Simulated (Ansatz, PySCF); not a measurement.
CHO, SMILES [C][OH+] (connectivity only; charge and spin as stated), charge +1, multiplicity 1. Atoms are numbered in the order given.

```xyz
3

H      0.0000     0.0000    -1.3883
O      0.0000     0.0000    -0.3944
C      0.0000     0.0000     0.7576
```
Charge +1, spin multiplicity 1.

Geometry: PBE0-D3(BJ)/def2-TZVPD.

Two levels are set side by side: PBE-D3(BJ)/def2-TZVPD (Ansatz, a first-principles code) and PBE0-D3(BJ)/def2-TZVPD (Ansatz). Each level has its own optimised geometry; the coordinates shown are those of the second. Frequencies come from the Hessian of PySCF at each geometry. Differences are taken from unrounded values.

| quantity | PBE0-D3(BJ) | PBE-D3(BJ) | PBE-D3(BJ) minus PBE0-D3(BJ) |
|---|---|---|---|
| mean bond length (Å) | 1.073 | 1.086 | 0.013 |
| bond O2–C3 (Å) | 1.152 | 1.166 | 0.014 |
| bond H1–O2 (Å) | 0.994 | 1.006 | 0.012 |
| highest harmonic wavenumber (cm⁻¹) | 3450 | 3305 | -144 |
| mean harmonic wavenumber (cm⁻¹) | 1458 | 1404 | -55 |
| zero-point energy (kcal/mol) | 8.34 | 8.03 | -0.31 |

Exact exchange shortens and stiffens bonds; PBE has none. Differences between two approximate levels are no errors against the true value.
